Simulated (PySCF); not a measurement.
**`CN[C@H](C)[C@H](C)[SiH3]`, C₅H₁₅NSi**

Geometry:
| atom | x (Å) | y (Å) | z (Å) |
| --- | --- | --- | --- |
| C1 | -1.971 | -1.524 | -0.195 |
| N2 | -0.688 | -0.872 | -0.352 |
| C3 | -0.460 | 0.305 | 0.478 |
| C4 | -1.261 | 1.537 | 0.050 |
| C5 | 1.060 | 0.488 | 0.504 |
| C6 | 1.609 | 1.294 | -0.668 |
| Si7 | 1.743 | -1.298 | 0.500 |
| H8 | -1.982 | -2.430 | -0.800 |
| H9 | -2.095 | -1.807 | 0.850 |
| H10 | -2.825 | -0.898 | -0.489 |
| H11 | -0.550 | -0.623 | -1.327 |
| H12 | -0.773 | 0.025 | 1.492 |
| H13 | -1.075 | 1.776 | -0.995 |
| H14 | -0.983 | 2.394 | 0.659 |
| H15 | -2.327 | 1.361 | 0.179 |
| H16 | 1.337 | 1.012 | 1.422 |
| H17 | 1.311 | 0.859 | -1.620 |
| H18 | 2.697 | 1.298 | -0.632 |
| H19 | 1.269 | 2.329 | -0.641 |
| H20 | 1.004 | -2.146 | 1.430 |
| H21 | 3.130 | -1.200 | 1.000 |
| H22 | 1.820 | -1.860 | -0.845 |

Method: PySCF, TDDFT CAM-B3LYP/def2-SVPD circular dichroism and optical rotation, one conformer, gas phase. Geometry: GFN2-xTB.

The molecule is flexible and this is one conformer; a measurement averages over conformers. States above about 8.0 eV (minus the energy of the highest occupied orbital) lie near or above the ionisation threshold and depend on the basis.

**Question.** Draw the ECD and absorption spectra from the lowest 8 states, each a Gaussian of half-width 0.3 eV at 1/e height.

**Answer.** 
| E (eV) | λ (nm) | Δε (L mol⁻¹ cm⁻¹) | ε (L mol⁻¹ cm⁻¹) |
| --- | --- | --- | --- |
| 5.75 | 216 | -0.32 | 5.57 |
| 5.85 | 212 | -0.86 | 15.1 |
| 5.95 | 208 | -1.87 | 33 |
| 6.05 | 205 | -3.26 | 57.5 |
| 6.15 | 202 | -4.54 | 80.4 |
| 6.25 | 198 | -5.07 | 91 |
| 6.35 | 195 | -4.53 | 86.7 |
| 6.45 | 192 | -3.23 | 82.1 |
| 6.55 | 189 | -1.86 | 110 |
| 6.65 | 187 | -1.02 | 214 |
| 6.75 | 184 | -1.08 | 436 |
| 6.85 | 181 | -2.26 | 792 |
| 6.95 | 178 | -4.49 | 1230 |
| 7.05 | 176 | -7.18 | 1650 |
| 7.15 | 173 | -9.24 | 1890 |
| 7.25 | 171 | -9.65 | 1870 |
| 7.35 | 169 | -8.17 | 1630 |
| 7.45 | 166 | -5.32 | 1290 |
| 7.55 | 164 | -1.96 | 1010 |
| 7.65 | 162 | +1.13 | 866 |
| 7.75 | 160 | +3.07 | 885 |
| 7.85 | 158 | +3.01 | 1010 |
| 7.95 | 156 | +0.81 | 1150 |

Δε uses R in velocity form, ε uses f in length form. Only the states computed contribute, so the short-wavelength end is incomplete.
